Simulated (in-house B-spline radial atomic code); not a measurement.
**Zn⁶⁺: [Ar] 3d6**

Method: Dirac-Kohn-Sham PBE, spherical fractional occupations, Fermi nucleus of rms radius 3.9283 fm. Calculated with a B-spline radial code for spherical atoms.

Screening seen three ways: the hydrogenic charge with the same mean radius, Z_r = [3n² - l(l+1)]/(2<r>), the one with the same energy, Z_e = n√(-2ε), and Slater's rules. Values are occupation-weighted means over j.

```csv
shell,electrons,ε (eV),<r> (bohr),Z_r,Z_e,Slater
1s,2,-9649.6,0.05031,29.82,26.63,29.70
2s,2,-1286.9,0.2259,26.56,19.45,25.85
2p,6,-1132.6,0.1982,25.23,18.25,25.85
3s,2,-248.68,0.6578,20.52,12.83,18.75
3p,6,-201.86,0.6748,18.52,11.56,18.75
3d,6,-125.62,0.7022,14.95,9.12,10.25
```

The least bound orbital is 3d5/2 at -125.4 eV, and it is also the most diffuse (<r> = 0.7033 bohr).

Spin-orbit splittings of the orbital energies (j = l + 1/2 above j = l - 1/2 when positive): 2p 23.86 eV, 3p 3.4 eV, 3d 0.5026 eV.

For the 1s electron the small component carries 1.17 % of the norm, the zero-frequency Breit interaction raises the level by 13.21 eV, self-energy by 6.736 eV, and vacuum polarisation lowers it by 0.6244 eV.
